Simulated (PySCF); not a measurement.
## Structure from 2D NMR

Compound of formula C₈H₁₁N₃. Correlations simulated from computed shifts and the bond graph:

HSQC (one-bond C–H):
```csv
δH,δC
8.79,152.4
2.69,27.3
2.04,14.4
1.86,17.6
1.31,17.6
1.28,18.2
```

COSY cross peaks (H two or three bonds apart, from the bond graph; peaks can be absent where the dihedral angle is near 90°):
```csv
δH,δH
2.69,1.28
2.04,1.86
2.04,1.31
1.86,1.31
```

HMBC (two and three bonds, from the bond graph):
```csv
δH,δC
8.79,"167.6, 136.7, 27.3"
2.69,"167.6, 152.4, 136.7, 18.2"
2.04,"167.6, 136.7, 17.6"
1.86,"167.6, 17.6, 14.4"
1.31,"167.6, 17.6, 14.4"
1.28,"136.7, 27.3"
```

Carbons without hydrogens: δ 167.6, 136.7.

Theoretical values (PySCF 2.14.0 with density-fitted response routines): GFN2-xTB geometry, PBE0/pcSseg-1 with gauge-including orbitals. No relativistic terms, rapidly exchanging positions averaged, single conformer, no solvent model.

Chemical shifts δ = σref − σ; 1H, 13C vs TMS, all at this level.

Exchangeable hydrogens are left out of these lists.

Problem. Work out the connectivity.

Solution. `CCc1cnnnc1C1CC1`.

Numbering as in the mapped SMILES `[CH3:1][CH2:2][c:3]1[cH:4][n:5][n:6][n:7][c:8]1[CH:9]1[CH2:10][CH2:11]1` (H(Xn): hydrogen on atom n). Ha(C10), Ha(C11) are cis to C8 on the ring; Hb(C10), Hb(C11) are trans to C8 on the ring.

δC 167.6 is C8, a substituted aromatic carbon next to a ring nitrogen. δC 152.4 is C4, an aromatic CH next to a ring nitrogen (δH 8.79). δC 136.7 is C3, a substituted aromatic carbon. δC 27.3 is C2, an sp3 CH2 on an aromatic ring (δH 2.69). δC 18.2 is C1, a methyl carbon (δH 1.28). δC 17.6 is C10/C11, a three-membered-ring carbon (δH 1.31, 1.86). δC 14.4 is C9, a three-membered-ring carbon (δH 2.04). HMBC from δH 8.79 reaches the proton-free carbons C8, C3. HMBC from δH 2.69 reaches the proton-free carbons C8, C3. HMBC from δH 2.04 reaches the proton-free carbons C8, C3. HMBC from δH 1.86 reaches the proton-free carbon C8. COSY links 2.69–1.28, 2.04–1.86, 2.04–1.31, 1.86–1.31.

The data come from this structure; uniqueness wasn't tested.

Shifts are as computed. Against solution values, carbons near 30 ppm lie about +3 ppm off and those near 130 ppm about +5 ppm. Of 1211 compounds with measured shifts, 218 miss one by over three times the rms of a fit or turn the order of signals round; such compounds aren't used in these exercises.
